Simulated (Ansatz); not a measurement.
Geometry optimisation of Cu₁₂Mo.

```yaml
crystal:
  periodic: [false, false, false]
  atoms:
    - {symbol: Mo, position_ang: [-1.689100, -1.728000, 4.771700]}
    - {symbol: Cu, position_ang: [-3.462600, -0.083300, 3.277100]}
    - {symbol: Cu, position_ang: [-0.677700, -0.063800, 2.948500]}
    - {symbol: Cu, position_ang: [0.924500, 0.965400, 4.771000]}
    - {symbol: Cu, position_ang: [-1.847400, -1.637500, 1.414300]}
    - {symbol: Cu, position_ang: [0.000000, 0.000000, 0.000000]}
    - {symbol: Cu, position_ang: [-2.875600, -3.399500, 3.030900]}
    - {symbol: Cu, position_ang: [-1.406500, 1.038000, 5.704300]}
    - {symbol: Cu, position_ang: [1.815600, -0.054200, 2.082300]}
    - {symbol: Cu, position_ang: [-2.037200, 1.105700, 1.036900]}
    - {symbol: Cu, position_ang: [0.562600, -2.571300, 2.467000]}
    - {symbol: Cu, position_ang: [0.816000, 2.221700, 1.314000]}
    - {symbol: Cu, position_ang: [-1.626600, 3.357200, 2.309400]}
basis:
  gaussian: {orbitals: def2-SVP, fitting: {mean_field: def2-universal-jkfit}}
hamiltonian: {xc: pbe, dispersion: d4}
scf: {lower_state_search: "off"}
output: {orbitals: {seedname: orbitals}}
relax: {f_tol: 0.03, max_steps: 70}
```

```sh
$ ansatz run in.yaml --threads 2 --pin off --events-out ev --progress --plain --max-ram 31744MiB --backend cuda --devices 0, --max-vram 18GiB
```

Shortened log:

```
Functional definition: PBE
mean field -537393.74503863 eV, -19748.8558716064 hartree, gradient 2.5e-6 eV, S^2 0.000000; 0 other end points of the search recorded, 0 dependent functions left out
relax step   1: F+E_penalty+E_count = -537395.26501439 eV  Δ(F+E_penalty+E_count) = +0.000e0 eV  max|allowed force component| = 2.897e0 eV/Å  Δτ_max = 0.0000 Å  (107 SCF iters, accepted)
mean field -537396.17189256 eV, -19748.9450568434 hartree, gradient 2.3e-6 eV, S^2 0.000000; 0 other end points of the search recorded, 0 dependent functions left out
relax step   2: F+E_penalty+E_count = -537397.72988551 eV  Δ(F+E_penalty+E_count) = -2.465e0 eV  max|allowed force component| = 2.063e0 eV/Å  Δτ_max = 0.1949 Å  (54 SCF iters, accepted)
mean field -537398.26392830 eV, -19749.0219377387 hartree, gradient 3.0e-6 eV, S^2 0.000000; 0 other end points of the search recorded, 0 dependent functions left out
relax step   3: F+E_penalty+E_count = -537399.91296875 eV  Δ(F+E_penalty+E_count) = -2.183e0 eV  max|allowed force component| = 1.054e0 eV/Å  Δτ_max = 0.1913 Å  (54 SCF iters, accepted)
mean field -537399.34971777 eV, -19749.0618397656 hartree, gradient 2.9e-6 eV, S^2 0.000000; 0 other end points of the search recorded, 0 dependent functions left out
relax step   4: F+E_penalty+E_count = -537401.07777315 eV  Δ(F+E_penalty+E_count) = -1.165e0 eV  max|allowed force component| = 8.165e-1 eV/Å  Δτ_max = 0.1950 Å  (51 SCF iters, accepted)
mean field -537399.77360187 eV, -19749.0774172193 hartree, gradient 5.4e-6 eV, S^2 0.000000; 0 other end points of the search recorded, 0 dependent functions left out
relax step   5: F+E_penalty+E_count = -537401.54772430 eV  Δ(F+E_penalty+E_count) = -4.700e-1 eV  max|allowed force component| = 4.634e-1 eV/Å  Δτ_max = 0.1949 Å  (45 SCF iters, accepted)
mean field -537400.10010249 eV, -19749.0894158956 hartree, gradient 2.4e-6 eV, S^2 0.000000; 0 other end points of the search recorded, 0 dependent functions left out
relax step   6: F+E_penalty+E_count = -537401.89456536 eV  Δ(F+E_penalty+E_count) = -3.468e-1 eV  max|allowed force component| = 3.838e-1 eV/Å  Δτ_max = 0.1952 Å  (53 SCF iters, accepted)
mean field -537400.36805967 eV, -19749.0992631404 hartree, gradient 2.6e-6 eV, S^2 0.000000; 0 other end points of the search recorded, 0 dependent functions left out
relax step   7: F+E_penalty+E_count = -537402.17295392 eV  Δ(F+E_penalty+E_count) = -2.784e-1 eV  max|allowed force component| = 4.090e-1 eV/Å  Δτ_max = 0.1960 Å  (52 SCF iters, accepted)
mean field -537400.59821612 eV, -19749.1077212339 hartree, gradient 2.0e-6 eV, S^2 0.000000; 0 other end points of the search recorded, 0 dependent functions left out
relax step   8: F+E_penalty+E_count = -537402.41175368 eV  Δ(F+E_penalty+E_count) = -2.388e-1 eV  max|allowed force component| = 5.326e-1 eV/Å  Δτ_max = 0.2000 Å  (54 SCF iters, accepted)
mean field -537400.81670149 eV, -19749.1157504230 hartree, gradient 2.6e-6 eV, S^2 0.000000; 0 other end points of the search recorded, 0 dependent functions left out
relax step   9: F+E_penalty+E_count = -537402.63155991 eV  Δ(F+E_penalty+E_count) = -2.198e-1 eV  max|allowed force component| = 4.756e-1 eV/Å  Δτ_max = 0.1950 Å  (53 SCF iters, accepted)
mean field -537401.05252435 eV, -19749.1244167533 hartree, gradient 2.0e-6 eV, S^2 0.000000; 0 other end points of the search recorded, 0 dependent functions left out
relax step  10: F+E_penalty+E_count = -537402.86881657 eV  Δ(F+E_penalty+E_count) = -2.373e-1 eV  max|allowed force component| = 3.894e-1 eV/Å  Δτ_max = 0.2000 Å  (55 SCF iters, accepted)
mean field -537401.25028789 eV, -19749.1316844295 hartree, gradient 2.8e-6 eV, S^2 0.000000; 0 other end points of the search recorded, 0 dependent functions left out
relax step  11: F+E_penalty+E_count = -537403.06787895 eV  Δ(F+E_penalty+E_count) = -1.991e-1 eV  max|allowed force component| = 1.862e-1 eV/Å  Δτ_max = 0.1949 Å  (54 SCF iters, accepted)
mean field -537401.34299807 eV, -19749.1350914659 hartree, gradient 3.6e-6 eV, S^2 0.000000; 0 other end points of the search recorded, 0 dependent functions left out
relax step  12: F+E_penalty+E_count = -537403.15694392 eV  Δ(F+E_penalty+E_count) = -8.906e-2 eV  max|allowed force component| = 1.700e-1 eV/Å  Δτ_max = 0.1926 Å  (49 SCF iters, accepted)
mean field -537401.35246454 eV, -19749.1354393520 hartree, gradient 2.3e-6 eV, S^2 0.000000; 0 other end points of the search recorded, 0 dependent functions left out
relax step  13: F+E_penalty+E_count = -537403.16904359 eV  Δ(F+E_penalty+E_count) = -1.210e-2 eV  max|allowed force component| = 9.387e-2 eV/Å  Δτ_max = 0.1138 Å  (47 SCF iters, accepted)
mean field -537401.35479674 eV, -19749.1355250590 hartree, gradient 3.0e-6 eV, S^2 0.000000; 0 other end points of the search recorded, 0 dependent functions left out
relax step  14: F+E_penalty+E_count = -537403.17211956 eV  Δ(F+E_penalty+E_count) = -3.076e-3 eV  max|allowed force component| = 7.850e-2 eV/Å  Δτ_max = 0.0377 Å  (40 SCF iters, accepted)
mean field -537401.35606724 eV, -19749.1355717487 hartree, gradient 1.9e-6 eV, S^2 0.000000; 0 other end points of the search recorded, 0 dependent functions left out
relax step  15: F+E_penalty+E_count = -537403.17315107 eV  Δ(F+E_penalty+E_count) = -1.032e-3 eV  max|allowed force component| = 7.681e-3 eV/Å  Δτ_max = 0.0143 Å  (41 SCF iters, accepted)
Total energy: -537403.17320453 eV, -19749.2023503125 hartree
Atom 0 at    -1.262261    -1.559472     4.206478 Å, force    -0.001253     0.002978    -0.004829 eV/Å
Atom 1 at    -2.941036     0.087657     3.162380 Å, force    -0.001371     0.003511     0.003375 eV/Å
Atom 2 at    -0.514381     0.437380     2.771207 Å, force     0.002858     0.003577    -0.002827 eV/Å
Atom 3 at     0.889764    -0.294220     4.651882 Å, force     0.001483    -0.001521     0.002748 eV/Å
Atom 4 at    -1.689311    -1.596801     1.703254 Å, force    -0.000395     0.000295    -0.002010 eV/Å
Atom 5 at     0.206103    -0.345096     0.596606 Å, force    -0.007681     0.003292     0.001168 eV/Å
Atom 6 at    -3.433488    -2.324761     3.336549 Å, force     0.000752    -0.001475     0.000666 eV/Å
Atom 7 at    -1.396009     0.807204     4.976224 Å, force     0.000252     0.000615     0.003430 eV/Å
Atom 8 at     1.782100     0.487221     2.256392 Å, force    -0.004413     0.001296     0.003851 eV/Å
Atom 9 at    -2.027083     0.768787     0.913347 Å, force     0.006835    -0.006017    -0.002553 eV/Å
Atom 10 at     0.690254    -1.718434     2.627837 Å, force     0.000940     0.001746    -0.002455 eV/Å
Atom 11 at     0.097088     2.067652     1.182660 Å, force    -0.002395    -0.003730     0.001813 eV/Å
Atom 12 at    -1.905739     2.333283     2.742585 Å, force     0.004390    -0.004568    -0.002376 eV/Å
Dipole moment:    -0.053934     0.186894    -0.171484 e Å
Checks for a lower state left out: stability, starts, cluster_reference, orbital_swaps, neighbouring_geometries, increment
```

Run time 69 s (2 threads of AMD EPYC 7R13 on a shared host and a share (18 GiB) of an NVIDIA H100 80GB HBM3), peak host memory 1 GiB.

In the def2 sets Mo takes a core potential; there is no spin–orbit coupling. Single mean-field runs in def2-SVP are fitted with def2-universal-jkfit. The restricted singlet is unstable towards broken spin symmetry in Hartree–Fock (as tested in another run); at PBE-D4/def2-SVP this wasn't settled. An occupied level lies above an empty one. The structure comes from a short search, and lower isomers may exist.
